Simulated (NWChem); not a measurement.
SiN2H5F; SMILES F[SiH](N)N

```xyz
9

Si    -0.0785    -0.0223     0.3238
N      1.5325    -0.3560    -0.1475
N     -0.4871     1.5207    -0.2757
F     -0.9221    -1.2752    -0.2940
H     -0.4379    -0.0163     1.7683
H      1.8671    -1.3103    -0.2022
H      2.2799     0.3011     0.0370
H     -0.2810     1.7849    -1.2321
H     -1.2550     2.0538     0.1133
```
Atoms are numbered in this order, from 1.

Program: NWChem. The geometry was optimised at PBE0/def2-SVP. Level: PBE0/def2-SVP with SMD (1 M gas to 1 M solution), gas-phase geometry. Reactions with the solvent are ignored.

For solvent n-hexane:

| Item | Result |
|---|---|
| solvation free energy (kcal/mol) | -2.1 |
| cavity-dispersion-structure term (kcal/mol) | 1.3 |
| dipole in solution (D) | 2.30 |

Estimate the same quantities for solvent water.


| Item | Value |
|---|---|
| solvation free energy (kcal/mol) | -3.4 |
| cavity-dispersion-structure term (kcal/mol) | 4.1 |
| dipole in solution (D) | 2.54 |
